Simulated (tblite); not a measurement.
Compound: C₄H₁₀BO₃ (charge -1).
Bonds: C1–C2, C2–O3, O3–B4, B4–O5, O5–C6, C6–C7, C7–O8, B4–O8. Hydrogens: H9, H10, H11 on C1; H12, H13 on C2; H14 on B4; H15, H16 on C6; H17, H18 on C7.

Computed with GFN2-xTB (tblite), gas phase: Langevin dynamics at 200 K from the optimised GFN2-xTB geometry, time step 0.5 fs, friction 0.01 fs⁻¹, 2000 steps.

Start geometry:
```
atom  x, y, z in Å
C1      2.900   -0.287    0.160
C2      1.657    0.402   -0.412
O3      0.626    0.370    0.500
B4     -0.641    1.031    0.020
O5     -1.672    0.909    1.076
C6     -2.281   -0.320    0.895
C7     -2.042   -0.717   -0.588
O8     -1.234    0.260   -1.136
H9      3.210    0.217    1.073
H10     2.668   -1.322    0.402
H11     3.717   -0.262   -0.562
H12     1.366   -0.099   -1.356
H13     1.914    1.449   -0.680
H14    -0.436    2.180   -0.300
H15    -1.845   -1.085    1.564
H16    -3.357   -0.237    1.126
H17    -1.566   -1.716   -0.644
H18    -2.994   -0.769   -1.150
```

The statistics below take the 31 frames saved every 25 fs from 250 to 1000 fs; their kinetic temperature (all 3N coordinates) averages 178 K.

**Question.** How do the bond lengths spread?

**Answer.** 
| bond | start (Å) | mean (Å) | standard deviation (Å) | shortest (Å) | longest (Å) |
| --- | --- | --- | --- | --- | --- |
| C1–C2 | 1.532 | 1.539 | 0.026 | 1.456 | 1.587 |
| C2–O3 | 1.377 | 1.377 | 0.018 | 1.348 | 1.421 |
| O3–B4 | 1.508 | 1.508 | 0.029 | 1.463 | 1.565 |
| B4–O5 | 1.481 | 1.490 | 0.039 | 1.412 | 1.582 |
| O5–C6 | 1.383 | 1.383 | 0.021 | 1.348 | 1.423 |
| C6–C7 | 1.554 | 1.557 | 0.027 | 1.493 | 1.604 |
| C7–O8 | 1.381 | 1.384 | 0.020 | 1.343 | 1.418 |
| B4–O8 | 1.511 | 1.517 | 0.030 | 1.458 | 1.575 |
| C1–H9 | 1.088 | 1.091 | 0.019 | 1.059 | 1.131 |
| C1–H10 | 1.088 | 1.094 | 0.025 | 1.053 | 1.144 |
| C1–H11 | 1.091 | 1.092 | 0.021 | 1.048 | 1.135 |
| C2–H12 | 1.107 | 1.104 | 0.018 | 1.059 | 1.138 |
| C2–H13 | 1.111 | 1.123 | 0.024 | 1.087 | 1.189 |
| B4–H14 | 1.211 | 1.225 | 0.039 | 1.151 | 1.303 |
| C6–H15 | 1.106 | 1.096 | 0.028 | 1.060 | 1.159 |
| C6–H16 | 1.104 | 1.112 | 0.016 | 1.077 | 1.149 |
| C7–H17 | 1.108 | 1.117 | 0.025 | 1.060 | 1.156 |
| C7–H18 | 1.106 | 1.107 | 0.019 | 1.077 | 1.142 |

**Question.** Give the same statistics for bond angles, one of each kind among heavy atoms.

**Answer.** 
```csv
angle,start (°),mean (°),standard deviation (°),smallest (°),largest (°)
C1–C2–O3,110.5,110.4,3.3,104.1,117.4
C2–O3–B4,114.1,116.4,4.1,110.1,128.7
O3–B4–O5,108.8,108.0,3.8,100.6,113.4
O5–B4–O8,103.3,103.6,2.3,99.9,107.9
B4–O5–C6,106.6,107.1,2.7,102.1,113.0
O5–C6–C7,106.5,106.0,1.5,102.7,108.4
```

**Question.** How widely does the potential energy scatter, against a harmonic estimate?

**Answer.** Mean 0.37 eV above the start, standard deviation 0.077 eV, range 0.21 to 0.51 eV. For 48 classical harmonic modes at 200 K the canonical values are 48kT/2 = 0.41 eV and kT·√(48/2) = 0.084 eV.

The run is classical and short, so these are rough statistics of one trajectory.

What follows is the cost of the whole dynamics run. Time: 23 s wall; peak memory 0.18 GiB. Hardware: an Intel Xeon Platinum 8259CL at 2.50 GHz with one thread, no GPU (shared host).
